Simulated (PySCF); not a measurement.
# Energy of Zr²⁺ (zirconium, charge +2) between two integer charges

The 4d alpha orbital of [Kr] 4d2 is emptied in steps (occupation f), with all orbitals relaxed, ending at [Kr] 4d1. All numbers are calculated (PySCF 2.14, scalar relativity through the core potential, in aug-cc-pVDZ-PP with ECP28MDF). The exact energy is a straight line in f; departures are measured from the line between the end points of the same method.

| f | UHF (eV) | LDA (eV) | PBE (eV) |
| --- | --- | --- | --- |
| 1 | 0.000 | 0.000 | 0.000 |
| 0.8 | 0.087 | -0.840 | -0.830 |
| 0.6 | 0.127 | -1.269 | -1.252 |
| 0.4 | 0.124 | -1.276 | -1.258 |
| 0.2 | 0.081 | -0.854 | -0.841 |
| 0 | 0.000 | 0.000 | 0.000 |

**Question.** For LDA, how does the orbital energy at f = 1 compare with the removal energy?

**Answer.** −ε = 18.129 eV against a total-energy difference of 23.341 eV. By Janak's theorem ε = ∂E/∂f, so the gap between them reflects the curvature. Along the path −ε is 20.160 (f = 0.8), 22.244 (f = 0.6), 24.371 (f = 0.4), 26.529 (f = 0.2) eV.

| method | E(f=0) − E(f=1) (eV) | −ε at f=1 (eV) | −ε at f=0.4 (eV) |
| --- | --- | --- | --- |
| UHF | 22.370 | 22.923 | 22.253 |
| LDA | 23.341 | 18.129 | 24.371 |
| PBE | 23.372 | 18.216 | 24.394 |

Reference removal energy between the ground levels: 23.170 eV (semi-empirical (NIST evaluation); NIST Atomic Spectra Database, ionization energies). The calculation has no spin-orbit coupling. UHF lacks correlation.
